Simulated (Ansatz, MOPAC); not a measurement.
Molecule: ZrF3 (charge +1, singlet). SMILES: [F][Zr+]([F])[F]

Atoms: Zr1, F2, F3, F4. Bonds: Zr1-F2, Zr1-F3, Zr1-F4.

Bond lengths (Å) and angles (degrees) optimised at PM6 with MOPAC; PM7 with MOPAC; HF/3-21G with Ansatz (an electronic-structure program); PBE/6-31G* with LANL2DZ past Ar with Ansatz; B3LYP/LANL2DZ with Ansatz; MP2/6-31G* with LANL2DZ past Ar with Ansatz, each started from the B3LYP-D3(BJ)/def2-TZVP structure (Ansatz) of the last column. A row stands for all coordinates that are equal there. 6-31G* holds six Cartesian d functions. No wavenumbers were computed at PBE/6-31G* with LANL2DZ past Ar, B3LYP/LANL2DZ, MP2/6-31G* with LANL2DZ past Ar, so these may be saddle points.

```csv
coordinate,PM6,PM7,HF/3-21G,PBE/6-31G* with LANL2DZ past Ar,B3LYP/LANL2DZ,MP2/6-31G* with LANL2DZ past Ar,B3LYP-D3(BJ)/def2-TZVP
Zr1-F2,1.909,1.917,1.831,1.855,1.880,1.861,1.848
F2-Zr1-F3,120.0,113.9,111.5,106.7,107.7,109.6,110.0
```

Mean signed difference of all 3 bond lengths from B3LYP-D3(BJ)/def2-TZVP: PM6 0.061 Å, PM7 0.069 Å, HF/3-21G -0.017 Å, PBE/6-31G* with LANL2DZ past Ar 0.007 Å, B3LYP/LANL2DZ 0.032 Å, MP2/6-31G* with LANL2DZ past Ar 0.013 Å.
